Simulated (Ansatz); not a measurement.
Name a neutral molecule of Al, N, Se, Si and H with LUMO energy (PBE/def2-TZVPP) between -2.55 and -2.25 eV and LUMO energy (B3LYP/def2-TZVPP) between -2.00 and -1.70 eV (Ansatz, PBE0-D4/def2-TZVP geometry).

`N[SiH2][AlH][SeH]` (-2.41 eV, -1.86 eV). Other molecules can fit too; these were computed, each in one conformer that needn't be the lowest.

B3LYP here is the variant with VWN-RPA as its local correlation; programs differ in this.
